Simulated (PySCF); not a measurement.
MgF, SMILES [F][Mg+], charge +1. Atoms are numbered in the order given.

```xyz
2

Mg     0.0000     0.0000    -0.7286
F      0.0000     0.0000     0.9715
```
Charge +1, spin multiplicity 1.

Geometry: PBE0-D3(BJ)/def2-TZVPD. The spin state was assumed, not searched.

Two levels are set side by side: PBE/pcSseg-2 (PySCF) and B3LYP/pcSseg-2 (PySCF). GIAO shifts against CFCl3 (¹⁹F) at the same level; non-relativistic, no solvent, atoms listed together averaged. Differences are taken from unrounded values.

```json
[
 {"quantity": "δ(¹⁹F) of F2 (ppm)", "PBE": "-246.0"}
]
```

### Question
These are the PBE values. What does B3LYP give? (Estimate from the structure and the level; the computed values follow.)

### Answer

| quantity | B3LYP | PBE minus B3LYP |
|---|---|---|
| δ(¹⁹F) of F2 (ppm) | -241.5 | -4.6 |

Here PBE gives about what the other level gives.

Rough cost on one machine, each run with all the roots and properties that it gave: B3LYP against PBE within a factor of 2.
